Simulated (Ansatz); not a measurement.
`OC[SiH2]F` + `C[SiH2]O` → `C[SiH2]O[SiH2]F` + CH₃OH  (ligand exchange at the Si–C bond)

Program: Ansatz. Geometries: PBE0-D4/def2-TZVP. ΔE: electronic, gas phase. CCSD(T)/CBS adds triple-zeta CCSD(T) − MP2 to the extrapolated MP2 energy (def2 sets, frozen cores). This one scheme is used for every species. DFT in def2-TZVPP. One conformer a species, not always the lowest.

`OC[SiH2]F`:

Z-matrix (Å, degrees):
```
C
Si 1 1.876
O 1 1.422 2 111.4
H 1 1.095 2 109.6 3 -117.9
H 1 1.100 2 111.0 3 125.2
F 2 1.608 1 106.2 3 -54.9
H 2 1.486 1 112.2 3 -172.8
H 2 1.482 1 111.8 3 61.8
H 3 0.961 1 108.4 2 58.0
```

`C[SiH2]O`:

Cartesian coordinates in Å:
```
C -0.722 0.824 0.419
Si 0.160 -0.741 -0.075
O 1.224 -0.505 -1.317
H -1.448 0.615 1.210
H -1.259 1.255 -0.430
H -0.024 1.575 0.798
H -0.805 -1.746 -0.583
H 0.867 -1.293 1.117
H 2.007 0.016 -1.140
```

`C[SiH2]O[SiH2]F`:

Cartesian coordinates in Å:
```
C -1.152 0.982 -1.206
Si -1.129 -0.070 0.323
O 0.389 -0.117 0.963
Si 1.878 -0.730 0.854
F 2.477 -0.421 -0.593
H -0.842 2.005 -0.980
H -0.477 0.579 -1.964
H -2.160 1.017 -1.629
H -1.558 -1.461 0.009
H -2.022 0.485 1.372
H 2.743 -0.065 1.849
H 1.853 -2.203 1.002
```

CH₃OH:

```xyz
6

C     0.210   -0.280   -0.067
O    -0.684    0.770   -0.358
H     0.425   -0.787   -1.008
H    -0.220   -1.015    0.625
H     1.158    0.082    0.350
H    -0.890    1.230    0.457
```

```json
{"species": "`OC[SiH2]F`", "PBE energy (Eh)": "-505.44066"}
{"species": "`C[SiH2]O`", "PBE energy (Eh)": "-406.24600"}
{"species": "`C[SiH2]O[SiH2]F`", "PBE energy (Eh)": "-796.10342"}
{"species": "CH₃OH", "PBE energy (Eh)": "-115.63194"}
```

Question: Work out ΔE.

Answer: ΔE = (-796.10342) + (-115.63194) − (-505.44066) − (-406.24600) = -0.04870 Eh = -127.9 kJ/mol. CCSD(T)/CBS gives -148.4 kJ/mol.

Largest T1 diagnostic among the species: 0.011.

From PBE to PBE0 (25 % exact exchange), in def2-TZVPP and without D4, ΔE moves by −8.8 kJ/mol. Leaving LDA and LC-ωPBE aside and taking each functional with its dispersion term where it has one, the values, not all of them listed here, spread over 30.8 kJ/mol, from BHLYP-D4 to revPBE-D4. In def2-TZVPP, CCSD(T) changes the Hartree–Fock value by +21.2 kJ/mol (the triples alone add +3.0 kJ/mol) and MP2 by +18.6 kJ/mol.
